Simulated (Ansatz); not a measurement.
Geometry optimisation, RKS B3LYP/def2-SVP in Ansatz 0.2.0.

Input file:

```yaml
crystal:
  periodic: [false, false, false]
  atoms:
    - { symbol: B, position_ang: [-1.8722, 0.3839, 0.1988] }
    - { symbol: Sb, position_ang: [-0.6609, -0.5928, 1.7213] }
    - { symbol: Si, position_ang: [1.4166, 0.3174, 0.6647] }
    - { symbol: O, position_ang: [1.4921, 0.0451, -1.0174] }
    - { symbol: Zn, position_ang: [0.4992, 0.4379, -2.1774] }
    - { symbol: H, position_ang: [-2.0051, 1.6226, 0.1835] }
    - { symbol: H, position_ang: [-2.3479, -0.1928, -0.7031] }
    - { symbol: H, position_ang: [-0.5472, -2.054, 0.7669] }
    - { symbol: H, position_ang: [1.5418, 1.7782, 0.976] }
    - { symbol: H, position_ang: [2.6179, -0.3592, 1.289] }
    - { symbol: H, position_ang: [-0.0689, -1.4435, -1.8817] }
basis:
  gaussian: { orbitals: def2-SVP }
hamiltonian:
  xc: b3lyp
relax:
  f_tol: 0.015
  max_steps: 40
```

Command:

```bash
$ ansatz run input.yaml --threads 2 --pin off --max-ram 3072MiB --backend cpu --events-out ev --progress --plain --runs-dir out
```

Problem. Where does it end, and by what steps?

Solution. The run converged. After 33 steps the energy has fallen by 3.928 eV; H11 moved furthest, 1.83 Å. The start is strongly strained (largest force component 8 eV/Å). Joined: Zn5–H11.

| step | energy less start (eV) | largest force component (eV/Å) | accepted |
| --- | --- | --- | --- |
| 0 | 0.0000 | 8.309 | yes |
| 2 | -2.5420 | 1.064 | yes |
| 4 | -3.3684 | 0.817 | yes |
| 6 | -3.7985 | 0.404 | yes |
| 8 | -3.8813 | 0.168 | yes |
| 10 | -3.9075 | 0.122 | yes |
| 12 | -3.9142 | 0.062 | yes |
| 14 | -3.9177 | 0.054 | yes |
| 16 | -3.9212 | 0.070 | yes |
| 18 | -3.9239 | 0.097 | yes |
| 20 | -3.9245 | 0.128 | no |
| 22 | -3.9269 | 0.032 | yes |
| 24 | -3.9273 | 0.040 | yes |
| 26 | -3.9277 | 0.027 | yes |
| 28 | -3.9278 | 0.021 | yes |
| 30 | -3.9280 | 0.025 | yes |
| 32 | -3.9280 | 0.016 | yes |
| 33 | -3.9281 | 0.008 | yes |

```xyz
11
Properties=species:S:1:pos:R:3
B -1.951 0.565 0.526
Sb -0.678 -0.446 2.041
Si 1.382 0.417 0.669
O 1.145 0.372 -0.956
Zn 0.788 -0.644 -2.375
H -1.978 1.770 0.516
H -2.633 -0.049 -0.255
H -0.678 -1.992 1.269
H 1.620 1.819 1.122
H 2.551 -0.423 1.088
H 0.497 -1.445 -3.625
```

Whether the end is a true minimum wasn't checked by a vibrational analysis.

The run took 2.8 min on 2 threads of Intel(R) Xeon(R) Platinum 8488C (Sapphire Rapids), with other jobs on the host, peak memory 0.42 GiB.
